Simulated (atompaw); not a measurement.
**Before and after: PAW (atompaw) potential for rhodium (Rh)**

* Element: rhodium
* Generator: atompaw 4.2.0.5
* Type: PAW
* Functional: LDA (PW92)
* Relativity: scalar-relativistic
* Frozen core: [Kr]
* Valence charge: 9
* Reference configuration: 4d8 5s1 5p0
* Partial waves: 5s (bound): rc 3.00 bohr; 5s channel at 0.6 Ry: rc 3.00 bohr; 5p (bound, empty): rc 3.00 bohr; 5p channel at 2.6 Ry: rc 3.00 bohr; 4d (bound): rc 1.35 bohr; 4d channel at 0.95 Ry: rc 1.35 bohr
* Local potential: bessel scheme, radius 2.15 bohr
* Core correction: smooth core density matched at 1.65 bohr
* Augmentation charge: sinc compensation charge, radius 2.85 bohr; PAW radius 3.00 bohr; waves and projectors: custom polynom2 7 10 vanderbiltortho

All-electron outer shells of the reference configuration (LDA (PW92), scalar-relativistic, ld1.x):

| shell | level (eV) | outermost node (bohr) | outermost maximum (bohr) |
| --- | --- | --- | --- |
| 4s | -82.55 | 0.47 | 0.88 |
| 4p | -50.53 | 0.47 | 0.94 |
| 4d | -6.15 | 0.46 | 1.15 |
| 5s | -4.59 | 1.19 | 2.63 |
| 5p | -0.97 | 1.35 | 3.78 |

Change: local potential bessel scheme, radius 1.56 bohr.

Cutoffs: the cutoffs (Ry, on a coarse ladder) from which the occupation-weighted sum of valence levels, in a spherical-Bessel basis at the reference potential, stays within 10 and 1 mRy of its value at 400 Ry; they do not see the model core or the augmentation charge, which bear on the density cutoff.

What does the change do?

The range in which the s phases agree narrows (upper end 2.6 → 1.2); neither file shows a bound ghost.

```tsv
quantity	base	changed
cutoff, loose	300 Ry	300 Ry
cutoff, tight	over 300 Ry	over 300 Ry
loose cutoff by channel (10 mRy a level)	s 6 Ry, d 40 Ry	s 6 Ry, d 45 Ry
bound ghosts	none	none
s: phases at 3.01 bohr within 0.05 rad from the reference energy up to (Ry; the scan ends near 5)	2.6	1.2
p: phases at 3.01 bohr within 0.05 rad from the reference energy up to (Ry; the scan ends near 5)	4.1	3.7
d: phases at 3.01 bohr within 0.05 rad from the reference energy up to (Ry; the scan ends near 5)	to the end of the scan	to the end of the scan
lowest overlap eigenvalue by channel	s 0.89, p 0.87, d 0.99	s 0.90, p 0.88, d 0.89
```

 The cutoffs see the waves, projectors and local potential, not the compensation charge or the core.
